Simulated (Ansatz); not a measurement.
Coupled-cluster diagnostics for Li₆Te₂ (the lowest singlet isomer of a short search), Ansatz.

Geometry of the singlet (PBE0-D4/def2-SVP):

```xyz
8

Li   -0.3889    0.4093    2.3483
Li    0.3362   -1.8838    0.0654
Li   -0.6029    0.8535   -0.4183
Li    2.1916    0.7764   -0.6499
Li    1.4074    2.8729    1.5564
Li   -1.7151   -1.3265   -1.6401
Te   -2.0051   -1.0420    0.9784
Te    0.7769   -0.6598   -2.2402
```

In the def2 sets Te takes a core potential; there is no spin–orbit coupling. Correlated methods freeze 8 core orbitals; core or outer-core shells of Li, Te are correlated, in sets that lack core-valence functions. The structure comes from a short search, and lower isomers may exist.

Q: Estimate the CCSD(T) correlation energy, the shares of MP2 and (T), T1 and the reference's ⟨S²⟩ for: charge 0, singlet, own geometry in def2-SVP; charge 1, doublet, vertical in def2-SVP; and the rough time on 4 threads of INTEL XEON PLATINUM 8581C on a shared host.

A: 
| state | basis | correlation (eV) | MP2 share (%) | (T) share (%) | T1 | ⟨S²⟩ (pure) | wall time | remarks |
| --- | --- | --- | --- | --- | --- | --- | --- | --- |
| charge 0, singlet, own geometry | def2-SVP | -9.372 | 89.6 | 3.2 | 0.009 | 0.00 (0.00) | 7.5 s | restricted SCF unstable |
| charge 1, doublet, vertical | def2-SVP | -8.680 | 91.1 | 3.3 | 0.012 | 0.75 (0.75) | 27 s | – |
Customary marks for T1 are 0.02 (closed shells), 0.045 (open shells) and about 0.05 (3d metals). T1 stays under 0.02 throughout.
